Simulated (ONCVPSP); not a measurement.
# Transferability test, ONCV potential for gadolinium (Gd)

gadolinium, optimised norm-conserving Vanderbilt (ONCV), made with ONCVPSP 4.0.1 (LDA (Perdew-Zunger), scalar-relativistic). Core [Kr] 4d10, reference 4f7 5s2 5p6 5d1 6s2. Waves: 5s+6s: rc 2.10 bohr, ncon 4, nbas 7, qcut 5.4 1/bohr, 2 projectors; 5p: rc 2.60 bohr, ncon 4, nbas 8, qcut 4.3 1/bohr, 2 projectors, debl 2.5 Ha; 5d: rc 3.65 bohr, ncon 4, nbas 9, qcut 4.5 1/bohr, 2 projectors, debl 1.4 Ha; 4f: rc 1.50 bohr, ncon 3, nbas 8, qcut 11.4 1/bohr, 2 projectors, debl 3.3 Ha. Local part: polynomial inside 1.50 bohr (lpopt 5, dvloc0 3 Ha). Core correction: Teter function fitted to the true core (icmod 2), fcfact 0.35.

Energies are relative to the spin-unpolarised reference configuration 4f7 5s2 5p6 5d1 6s2; without spin polarisation the order of configurations can differ from experiment. Not all tests gave a result: 1 of 4 tests not solved or not reliable.

| valence configuration | charge | ΔE all-electron (eV) | error AE − PS (meV) |
| --- | --- | --- | --- |
| 4f7 5s2 5p6 5d1 6s1 | +1 | 6.856 | -2.4 |
| 4f7 5s2 5p6 5d1 6s0 | +2 | 19.233 | -9.5 |
| 4f7 5s2 5p6 5d1 6s0 6p1 | +1 | 10.545 | -1.2 |

Levels in the configuration 4f7 5s2 5p6 5d1 6s0:

```json
{"level": "4f", "all-electron (eV)": "-22.789", "pseudo (eV)": "-22.877"}
{"level": "5s", "all-electron (eV)": "-63.760", "pseudo (eV)": "-63.802"}
{"level": "5p", "all-electron (eV)": "-41.183", "pseudo (eV)": "-41.206"}
{"level": "5d", "all-electron (eV)": "-15.408", "pseudo (eV)": "-15.404"}
```
